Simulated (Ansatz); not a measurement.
Cl3H3O3W (`[OH][W]([OH])([OH])([Cl])([Cl])[Cl]`). Charge 0, multiplicity 1. Correlated methods include outer-core shells of W, which these sets cover unevenly. W: def2 effective core potential.

```
atom    x (Å)    y (Å)    z (Å)
  O1  -0.5113  -0.6127  -1.7527
  W2  -0.1391   0.0425  -0.0529
  O3   0.6686   1.6415  -0.5366
  O4  -0.8145  -1.3667   0.9477
 Cl5   0.6456   0.7174   2.0991
 Cl6   1.8987  -1.1093  -0.3511
 Cl7  -2.1890   1.0760  -0.0065
  H8   0.0662  -1.1628  -2.2904
  H9   1.1130   2.2646   0.0453
 H10  -0.7383  -1.4904   1.8981
```

(1) Give the diagnostics of a CCSD(T)/def2-TZVPP run (frozen core, Ansatz). (An estimate is asked.)

## Answers

(1) The calculation gave: T1 = 0.0224, largest single amplitude 0.084, largest double 0.037, (T) share of the correlation energy 5.1 %, 14 CCSD cycles. The RHF solution is stable towards an unrestricted one. T1 lies over the customary mark of 0.02 for closed shells; compounds of d metals often pass it without a breakdown.
